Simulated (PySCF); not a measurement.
# HZr(OH) + H₂O → ZrH₄ + O₂

Level: PBE0 in the def2-TZVP basis family, computed in PySCF with density fitting; scalar-relativistic core potentials for atoms from Rb on, none lighter, no spin–orbit coupling; open shells unrestricted.

```json
{"species": "HZr(OH)", "state and structure": "triplet, Cs, O–H 0.956 Å, Zr–H 1.882 Å, Zr–O 1.910 Å; H–O–Zr 149.1°, H–Zr–O 123.9°", "ZPE (kJ/mol)": "43.9", "H(298 K) − H(0) (kJ/mol)": "13.0", "S° (J/(mol K))": "278.3"}
{"species": "H₂O", "state and structure": "singlet, C2v, O–H 0.960 Å (×2); H–O–H 105.1°", "ZPE (kJ/mol)": "56.5", "H(298 K) − H(0) (kJ/mol)": "9.9", "S° (J/(mol K))": "188.7"}
{"species": "ZrH₄", "state and structure": "singlet, Td, Zr–H 1.844 Å (×4)", "ZPE (kJ/mol)": "57.8", "H(298 K) − H(0) (kJ/mol)": "12.3", "S° (J/(mol K))": "231.8"}
{"species": "O₂", "state and structure": "triplet, D∞h, O–O 1.193 Å", "ZPE (kJ/mol)": "10.3", "H(298 K) − H(0) (kJ/mol)": "8.7", "S° (J/(mol K))": "204.9"}
```

(1) Is the gas-phase reaction uphill or downhill in electronic energy at this level, and by how much?

(2) Add zero-point, thermal and entropy terms for 298.15 K and 1 bar.

Answers

(1) At PBE0/def2-TZVP, ΔE = 490.8 kJ/mol, uphill. 

(2) ΔZPE = -32.3 and Δ[H(298) − H(0)] = -1.9 kJ/mol give ΔH° = 456.6 kJ/mol. ΔS° = -30.3 J/(mol K), so ΔG° = 456.6 − 298.15 × (-0.0303) = 466 kJ/mol.

Open d or f shells are single determinants, so the state found may not be the ground state. Only the bonding shown was studied: isomers, or loss of a ligand pair, can lie lower.
